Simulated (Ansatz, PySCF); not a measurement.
Au2, SMILES [Au][Au], multiplicity 1. Atoms are numbered in the order given.

```xyz
2

Au     0.0000     0.0000    -1.2627
Au     0.0000     0.0000     1.2627
```
Charge 0, spin multiplicity 1.

Geometry: PBE0-D3(BJ)/def2-TZVPD. The multiplicity is an assumed one; other spin states were not compared. The def2 effective core potentials stand for the cores of Au; spin–orbit coupling is left out.

Two levels are set side by side: PBE-D3(BJ)/def2-TZVPD (Ansatz, a program for electronic structure) and PBE0-D3(BJ)/def2-TZVPD (Ansatz). Each level has its own optimised geometry; the coordinates shown are those of the second. Frequencies come from the Hessian of PySCF at each geometry. Differences are taken from unrounded values.

```csv
quantity,PBE0-D3(BJ)
bond Au1–Au2 (Å),2.525
highest harmonic wavenumber (cm⁻¹),175
mean harmonic wavenumber (cm⁻¹),175
zero-point energy (kcal/mol),0.25
```

Q: What does PBE-D3(BJ) give, and how far is it from PBE0-D3(BJ)? (Estimate from the structure and the level; the computed values follow.)

A: 
```
quantity                            PBE-D3(BJ)  PBE-D3(BJ) minus PBE0-D3(BJ)
----------------------------------  ----------  ----------------------------
bond Au1–Au2 (Å)                         2.531                         0.006
highest harmonic wavenumber (cm⁻¹)         171                            -4
mean harmonic wavenumber (cm⁻¹)            171                            -4
zero-point energy (kcal/mol)              0.24                         -0.01
```
